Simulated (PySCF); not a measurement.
C5H5 (SMILES [C]1=CCC=C1), doublet, at a GFN2-xTB geometry; CASSCF(3,3)/6-31G (PySCF).

PySCF was given this input:
```python
from pyscf import gto, scf, mcscf
import numpy

mol = gto.M(
    atom='''
C     0.63247678    1.00549904   -0.40434243
C    -0.64758030    1.06107182   -0.07148220
C    -1.05207362   -0.33036410    0.36090121
C     0.21810207   -1.11111415    0.19911263
C     1.19508834   -0.30933061   -0.25098041
H    -1.32268032    1.89341165   -0.08241413
H    -1.40418739   -0.33547311    1.39418448
H    -1.85338050   -0.72164903   -0.26877166
H     0.28980939   -2.16028924    0.42338536
H     2.21435925   -0.57057233   -0.46563683
''',
    basis='6-31g',
    spin=1,
    verbose=4,
)

mf = scf.ROHF(mol)
mf.kernel()
mc = mcscf.CASSCF(mf, 3, 3)
mc.fix_spin_(ss=0.75)
mc.kernel()
occ = numpy.linalg.eigvalsh(mc.fcisolver.make_rdm1(mc.ci, mc.ncas, mc.nelecas))[::-1]
ss = mc.fcisolver.spin_square(mc.ci, mc.ncas, mc.nelecas)[0]
print('natural occupations', occ.round(4), ' <S^2>', round(ss, 4))
```

Predict the main parts of the log of this PySCF run.


```
PySCF version 2.14.0

[INPUT] verbose = 4
[INPUT] num. atoms = 10
[INPUT] num. electrons = 35
[INPUT] charge = 0
[INPUT] spin (= nelec alpha-beta = 2S) = 1
[INPUT] symmetry False subgroup None
[INPUT] Mole.unit = angstrom
[INPUT] Symbol           X                Y                Z      unit          X                Y                Z       unit  Magmom
[...]
nuclear repulsion = 149.336314431211
number of shells = 35
number of NR pGTOs = 130
number of NR cGTOs = 55
basis = 6-31g
ecp = {}

******** <class 'pyscf.scf.rohf.ROHF'> ********
method = ROHF
initial guess = minao
damping factor = 0
level_shift factor = 0
DIIS = <class 'pyscf.scf.diis.CDIIS'>
diis_start_cycle = 1
diis_space = 8
diis_damp = 0
SCF conv_tol = 1e-09
SCF conv_tol_grad = None
SCF max_cycles = 50
direct_scf = True
direct_scf_tol = 1e-13
num. doubly occ = 17  num. singly occ = 1
Set gradient conv threshold to 3.16228e-05
init E= -193.501588781677
[...]
cycle= 1 E= -191.990485141332  delta_E= 1.51  |g|= 0.329  |ddm|= 2.15
[...]
cycle= 2 E= -192.053712111397  delta_E= -0.0632  |g|= 0.121  |ddm|= 0.629
[...]
cycle= 3 E= -192.059725765181  delta_E= -0.00601  |g|= 0.0499  |ddm|= 0.221
[...]
cycle= 4 E= -192.060725675474  delta_E= -0.001  |g|= 0.0117  |ddm|= 0.0551
[...]
cycle= 5 E= -192.060789977279  delta_E= -6.43e-05  |g|= 0.00486  |ddm|= 0.0174
[...]
cycle= 6 E= -192.060800133999  delta_E= -1.02e-05  |g|= 0.000891  |ddm|= 0.00686
[...]
cycle= 7 E= -192.060800973019  delta_E= -8.39e-07  |g|= 0.000387  |ddm|= 0.00185
[...]
cycle= 8 E= -192.060801085085  delta_E= -1.12e-07  |g|= 0.000127  |ddm|= 0.000681
[...]
cycle= 9 E= -192.060801103455  delta_E= -1.84e-08  |g|= 6.53e-05  |ddm|= 0.000269
[...]
cycle= 10 E= -192.060801107077  delta_E= -3.62e-09  |g|= 2.23e-05  |ddm|= 0.000127
[...]
cycle= 11 E= -192.06080110774  delta_E= -6.63e-10  |g|= 1.14e-05  |ddm|= 5.12e-05
[...]
Extra cycle  E= -192.060801107815  delta_E= -7.51e-11  |g|= 4.93e-06  |ddm|= 1.41e-05
converged SCF energy = -192.060801107815

******** <class 'pyscf.mcscf.mc1step.CASSCF'> ********
CAS (2e+1e, 3o), ncore = 16, nvir = 36
max_cycle_macro = 50
max_cycle_micro = 4
conv_tol = 1e-07
conv_tol_grad = None
orbital rotation max_stepsize = 0.02
orbital rotation threshold for CI restart = 0.01
augmented hessian ah_max_cycle = 30
augmented hessian ah_conv_tol = 1e-12
augmented hessian ah_linear dependence = 1e-14
augmented hessian ah_level shift = 1e-08
augmented hessian ah_start_tol = 2.5
augmented hessian ah_start_cycle = 3
augmented hessian ah_grad_trust_region = 3
kf_trust_region = 3
kf_interval = 4
ci_response_space = 4
ci_grad_trust_region = 3
with_dep4 0
natorb = False
canonicalization = True
sorting_mo_energy = False
ao2mo_level = 2
internal_rotation = False
******** <class 'pyscf.fci.addons.SpinPenaltyFCISolver'> ********
max. cycles = 50
conv_tol = 1e-08
davidson only = True
linear dependence = 1e-12
level shift = 0.001
max iter space = 12
nroots = 1
pspace_size = 400
spin = None
CASCI E = -192.070103721403  S^2 = 0.7500000
Set conv_tol_grad to 0.000316228
macro iter   1 ( 19 JK    4 micro), CASSCF E = -192.075454749350  dE = -5.35102795e-03  S^2 = 0.7500000
               |grad[o]|=0.0221  |grad[c]|=0.0056  |ddm|=0.024  |maxRot[o]|=0.199
macro iter   2 ( 12 JK    4 micro), CASSCF E = -192.075506576864  dE = -5.18275141e-05  S^2 = 0.7500000
               |grad[o]|=0.00435  |grad[c]|=9.17e-05  |ddm|=0.00271  |maxRot[o]|=0.0229
macro iter   3 (  4 JK    1 micro), CASSCF E = -192.075506577856  dE = -9.91548177e-10  S^2 = 0.7500000
               |grad[o]|=3.61e-05  |grad[c]|=5.82e-06  |ddm|=1.22e-05  |maxRot[o]|=0.000143
1-step CASSCF converged in   3 macro ( 35 JK   9 micro) steps
CASSCF canonicalization
Density matrix diagonal elements [1.93558751 1.         0.06441249]
CASSCF energy = -192.075506577856
CASCI E = -192.075506577856  E(CI) = -2.00200027681080  S^2 = 0.7500000
natural occupations [1.9357 1.     0.0643]  <S^2> 0.75
```
